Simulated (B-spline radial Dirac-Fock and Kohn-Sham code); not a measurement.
Auger parameter of palladium: the L3 level and its strongest L3-MM line

These are calculated numbers from a B-spline atomic structure program; the model is multi-electron Dirac-Fock with separately optimised hole states, Breit and Lamb-shift corrections added in first order. The modified Auger parameter α′ is the binding energy plus the kinetic energy of the Auger electron; it does not depend on the energy zero. For free ions it tends to fall with charge, since less charge screens the final holes.

```tsv
species	configuration	binding 2p3/2 (eV)	Auger line	kinetic (eV)	α′ (eV)
Pd	[Kr] 4d10	3179.5	M3M3 J=2	2069.9	5249.4
Pd	[Kr] 4d9 5p1	3186.3	M3M3 J=2	2062.3	5248.6
Pd⁺	[Kr] 4d9	3193.2	M3M3 J=2	2053.6	5246.8
Pd⁺ (Watson 2.2 Å)	[Kr] 4d9	3186.6	M3M3 J=2	2060.1	5246.8
Pd²⁺	[Kr] 4d8	3209.1	M3M3 J=2	2035.7	5244.8
Pd²⁺	[Kr] 4d7 5s1	3215.5	M3M3 J=2	2028.7	5244.3
Pd²⁺ (Watson 1.8 Å)	[Kr] 4d8	3193.2	M3M3 J=2	2051.6	5244.8
Pd²⁺ (Watson 3 Å)	[Kr] 4d8	3199.5	M3M3 J=2	2045.2	5244.8
Pd³⁺	[Kr] 4d7	3227.0	M3M3 J=2	2016.3	5243.3
Pd³⁺ (Watson 2.2 Å)	[Kr] 4d7	3207.3	M3M3 J=2	2035.9	5243.3
Pd⁴⁺	[Kr] 4d6	3246.5	M3M3 J=2	1995.7	5242.2
Pd⁴⁺	[Kr] 4d5 5p1	3255.4	M3M3 J=2	1986.9	5242.2
Pd⁴⁺	[Kr] 4d5 5s1	3254.2	M3M3 J=2	1988.1	5242.2
Pd⁴⁺ (Watson 2 Å)	[Kr] 4d6	3217.7	M3M3 J=2	2024.5	5242.2
Pd⁵⁺	[Kr] 4d5	3267.7	M3M3 J=2	1973.9	5241.6
Pd⁵⁺ (Watson 1.6 Å)	[Kr] 4d5	3222.8	M3M3 J=2	2018.9	5241.6
Pd⁶⁺	[Kr] 4d4	3290.4	M3M3 J=2	1951.0	5241.5
Pd⁷⁺	[Kr] 4d3	3314.6	M3M3 J=2	1927.1	5241.7
```
